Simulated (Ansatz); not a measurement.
Caution, from a PySCF single point (TPSSh-D3(BJ)/def2-TZVP) at this geometry: the restricted solution is unstable towards spin-unrestricted or complex orbitals, so a lower solution exists and this singlet may not be the ground state.  The multiplicity is imposed and other spin states were not computed.

Computed with PBE-D3(BJ)/def2-SVP in Ansatz (a quantum-chemistry and plane-wave program). No frequencies were computed at this level.

Ansatz 0.2 input:
```yaml
crystal:
  periodic: [false, false, false]
  atoms:
    - { symbol: Ru, position_ang: [0.150098, 0.257039, 0.126112] }
    - { symbol: O, position_ang: [1.510875, 2.643676, 1.284149] }
    - { symbol: C, position_ang: [0.987343, 1.725533, 0.838635] }
basis:
  gaussian: { orbitals: def2-svp }
hamiltonian:
  xc: pbe
  dispersion: d3bj
relax:
  max_steps: 150
```

Output:

```
Functional definition: PBE
600 factors; their error is unknown
mean field evaluation 1: about -5652.6734 eV, gradient 4.9e1 eV
mean field evaluation 2: about -5574.4880 eV, gradient 1.7e2 eV
mean field evaluation 4: about -5654.5850 eV, gradient 4.2e1 eV
mean field evaluation 8: about -5657.9741 eV, gradient 1.6e1 eV
mean field evaluation 16: about -5658.4153 eV, gradient 2.3e-5 eV
mean field evaluation 32: about -5658.4153 eV, gradient 8.6e-7 eV
mean field evaluation 64: about -5658.5019 eV, gradient 7.3e-5 eV
mean field evaluation 96: about -5658.4153 eV, gradient 1.1e-4 eV
mean field evaluation 128: about -5658.4153 eV, gradient 3.0e-6 eV
mean field -5658.50186202 eV, -207.9461079589 hartree, gradient 1.8e-6 eV, S^2 0.000000; 4 other end points of the search recorded, 0 dependent functions left out
reference -5658.50189979 eV, -207.9461093468 hartree; 15, 15 occupied and 44, 44 virtual orbitals, 600 factors
relax step   1: F+E_penalty+E_count = -5658.55430357 eV  Δ(F+E_penalty+E_count) = +0.000e0 eV  max|allowed force component| = 4.351e0 eV/Å  Δτ_max = 0.0000 Å  (522 SCF iters, accepted)
these checks for a lower state are left out or cut short: starts, cluster_reference, orbital_swaps, neighbouring_geometries, increment
600 factors; their error is unknown
mean field evaluation 160: about -5658.4448 eV, gradient 6.9e0 eV
mean field -5658.62636537 eV, -207.9506833727 hartree, gradient 6.1e-6 eV, S^2 0.000000; 1 other end points of the search recorded, 0 dependent functions left out
reference -5658.62640550 eV, -207.9506848472 hartree; 15, 15 occupied and 44, 44 virtual orbitals, 600 factors
relax step   2: F+E_penalty+E_count = -5658.67884351 eV  Δ(F+E_penalty+E_count) = -1.245e-1 eV  max|allowed force component| = 1.182e0 eV/Å  Δτ_max = 0.0254 Å  (82 SCF iters, accepted)
these checks for a lower state are left out or cut short: starts, cluster_reference, orbital_swaps, neighbouring_geometries, increment
600 factors; their error is unknown
mean field -5658.64074234 eV, -207.9512117167 hartree, gradient 1.5e-5 eV, S^2 0.000000; 1 other end points of the search recorded, 0 dependent functions left out
reference -5658.64078388 eV, -207.9512132433 hartree; 15, 15 occupied and 44, 44 virtual orbitals, 600 factors
relax step   3: F+E_penalty+E_count = -5658.69330295 eV  Δ(F+E_penalty+E_count) = -1.446e-2 eV  max|allowed force component| = 1.994e-1 eV/Å  Δτ_max = 0.0223 Å  (76 SCF iters, accepted)
these checks for a lower state are left out or cut short: starts, cluster_reference, orbital_swaps, neighbouring_geometries, increment
600 factors; their error is unknown
mean field evaluation 192: about -5658.4627 eV, gradient 1.4e-3 eV
mean field -5658.64178076 eV, -207.9512498779 hartree, gradient 3.7e-5 eV, S^2 0.000000; 1 other end points of the search recorded, 0 dependent functions left out
reference -5658.64182214 eV, -207.9512513985 hartree; 15, 15 occupied and 44, 44 virtual orbitals, 600 factors
relax step   4: F+E_penalty+E_count = -5658.69431275 eV  Δ(F+E_penalty+E_count) = -1.010e-3 eV  max|allowed force component| = 1.123e-1 eV/Å  Δτ_max = 0.0062 Å  (77 SCF iters, accepted)
these checks for a lower state are left out or cut short: starts, cluster_reference, orbital_swaps, neighbouring_geometries, increment
600 factors; their error is unknown
mean field -5658.64188729 eV, -207.9512537925 hartree, gradient 7.5e-6 eV, S^2 0.000000; 1 other end points of the search recorded, 0 dependent functions left out
reference -5658.64192864 eV, -207.9512553122 hartree; 15, 15 occupied and 44, 44 virtual orbitals, 600 factors
relax step   5: F+E_penalty+E_count = -5658.69442419 eV  Δ(F+E_penalty+E_count) = -1.114e-4 eV  max|allowed force component| = 2.411e-3 eV/Å  Δτ_max = 0.0012 Å  (66 SCF iters, accepted)
600 factors; their error is unknown
mean field evaluation 224: about -5658.1986 eV, gradient 1.4e1 eV
mean field evaluation 256: about -5658.4328 eV, gradient 2.0e-4 eV
mean field evaluation 288: about -5655.4942 eV, gradient 1.4e0 eV
mean field -5658.64188729 eV, -207.9512537925 hartree, gradient 7.5e-6 eV, S^2 0.000000; 6 other end points of the search recorded, 0 dependent functions left out
reference -5658.64192864 eV, -207.9512553122 hartree; 15, 15 occupied and 44, 44 virtual orbitals, 600 factors
Total energy: -5658.69446555 eV, -207.9531860079 hartree
Atom 0 at     0.166480     0.285787     0.140057 Å, force    -0.000333    -0.000565    -0.000278 eV/Å
Atom 1 at     1.511987     2.645649     1.285101 Å, force     0.001358     0.002411     0.001164 eV/Å
Atom 2 at     0.969850     1.694813     0.823738 Å, force    -0.001025    -0.001846    -0.000885 eV/Å
Dipole moment:    -0.385161    -0.675530    -0.327778 e Å
```

Cost: about 40 core-seconds (a rough figure).
